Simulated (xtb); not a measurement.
Te(SH)(SeH) (H2SSeTe), SMILES S[Te][SeH]. All values are semi-empirical tight-binding results from xtb (GFN2-xTB unless named), good for trends rather than for accurate numbers. Geometry optimised at GFN2-xTB. The values are those of a single conformer.

```
Quantity                                         Value
--------------------------------------  --------------
orbital gap                                    3.65 eV
zero-point energy                         9.9 kcal/mol
G − E(el) at 298.15 K (modified RRHO)   -10.3 kcal/mol
static polarisability (D4 model)            89.0 bohr³
solvation energy, GFN2-xTB/ALPB(water)   -2.8 kcal/mol
solvation energy, GFN2-xTB/ALPB(dmso)    -7.5 kcal/mol
```
